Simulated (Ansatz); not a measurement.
Geometry optimisation, Ansatz, RKS BHLYP-D4/def2-SVP.

Input file:

```yaml
crystal:
  periodic: [false, false, false]
  atoms:
    - { symbol: Ge, position_ang: [0.0, 0.0, 0.0] }
    - { symbol: H, position_ang: [0.0, 0.0, 1.9] }
    - { symbol: H, position_ang: [1.4616, 0.0, -0.5162] }
    - { symbol: F, position_ang: [-0.7913, 1.3709, -0.5594] }
    - { symbol: H, position_ang: [-0.73, -1.2648, -0.5162] }
    - { symbol: O, position_ang: [-1.9644, 0.0063, 0.6527] }
    - { symbol: Al, position_ang: [-3.2809, -0.9549, -0.0624] }
    - { symbol: H, position_ang: [-3.0153, -2.4221, -0.5209] }
    - { symbol: H, position_ang: [-4.7004, -0.33, -0.2305] }
    - { symbol: H, position_ang: [-0.9937, 0.0032, 1.8011] }
basis:
  gaussian: { orbitals: def2-SVP }
hamiltonian:
  xc: { name: BHLYP }
  dispersion: d4
relax:
  f_tol: 0.15
  max_steps: 25
  restrain:
    - { distance: [0, 5], at: 2.97, k: 30.0 }
    - { distance: [9, 1], at: 1.86, k: 30.0 }
    - { distance: [0, 1], at: 1.55, k: 30.0 }
    - { distance: [9, 5], at: 1.01, k: 30.0 }
```

Command:

```bash
$ ansatz run input.yaml --threads 2 --pin off --max-ram 3072MiB --backend cpu --events-out ev --progress --plain --runs-dir out
```

Problem. Where does it end, and by what steps?

Solution. The run converged. The restraints hold the end off the free minimum; the threshold counts their pulls, which the force column leaves out. Restrained pairs: Ge1–O6 (2.07 → 2.97 Å), H2–H10 (1.00 → 1.88 Å), Ge1–H2 (1.90 → 1.54 Å), O6–H10 (1.50 → 0.97 Å). After 18 steps the energy has fallen by 4.748 eV (the restraints' own energy left out); F4 moved furthest, 1.52 Å.

```json
{"step": "0", "energy less start (eV)": "0.0000", "largest force component (eV/Å)": "2.720", "accepted": "yes"}
{"step": "1", "energy less start (eV)": "-0.9840", "largest force component (eV/Å)": "4.150", "accepted": "yes"}
{"step": "2", "energy less start (eV)": "-2.3737", "largest force component (eV/Å)": "4.467", "accepted": "yes"}
{"step": "3", "energy less start (eV)": "-3.4532", "largest force component (eV/Å)": "3.814", "accepted": "yes"}
{"step": "4", "energy less start (eV)": "-3.8707", "largest force component (eV/Å)": "2.106", "accepted": "yes"}
{"step": "5", "energy less start (eV)": "-4.0278", "largest force component (eV/Å)": "1.446", "accepted": "yes"}
{"step": "6", "energy less start (eV)": "-4.0983", "largest force component (eV/Å)": "1.309", "accepted": "yes"}
{"step": "7", "energy less start (eV)": "-4.1161", "largest force component (eV/Å)": "1.181", "accepted": "yes"}
{"step": "8", "energy less start (eV)": "-4.1370", "largest force component (eV/Å)": "1.202", "accepted": "yes"}
{"step": "9", "energy less start (eV)": "-4.1834", "largest force component (eV/Å)": "1.229", "accepted": "yes"}
{"step": "10", "energy less start (eV)": "-4.2486", "largest force component (eV/Å)": "1.265", "accepted": "yes"}
{"step": "11", "energy less start (eV)": "-4.3561", "largest force component (eV/Å)": "1.299", "accepted": "yes"}
{"step": "12", "energy less start (eV)": "-4.4877", "largest force component (eV/Å)": "1.303", "accepted": "yes"}
{"step": "13", "energy less start (eV)": "-4.5735", "largest force component (eV/Å)": "1.307", "accepted": "yes"}
{"step": "14", "energy less start (eV)": "-4.6881", "largest force component (eV/Å)": "1.337", "accepted": "yes"}
{"step": "15", "energy less start (eV)": "-4.7234", "largest force component (eV/Å)": "1.437", "accepted": "yes"}
{"step": "16", "energy less start (eV)": "-4.7347", "largest force component (eV/Å)": "1.372", "accepted": "yes"}
{"step": "17", "energy less start (eV)": "-4.7461", "largest force component (eV/Å)": "1.295", "accepted": "yes"}
{"step": "18", "energy less start (eV)": "-4.7481", "largest force component (eV/Å)": "1.326", "accepted": "yes"}
```

```xyz
10
Properties=species:S:1:pos:R:3
Ge 0.192 -0.148 -0.002
H -0.119 0.212 1.459
H 1.084 0.813 -0.768
F -1.372 0.017 -0.912
H 0.511 -1.620 -0.215
O -2.370 -0.264 1.504
Al -3.053 -0.515 -0.061
H -3.154 -2.008 -0.582
H -4.065 0.604 -0.499
H -1.667 -0.683 2.023
```

The run took 38 s on 2 threads of Intel(R) Xeon(R) 6975P-C (Granite Rapids) (shared host), peak memory 0.27 GiB.
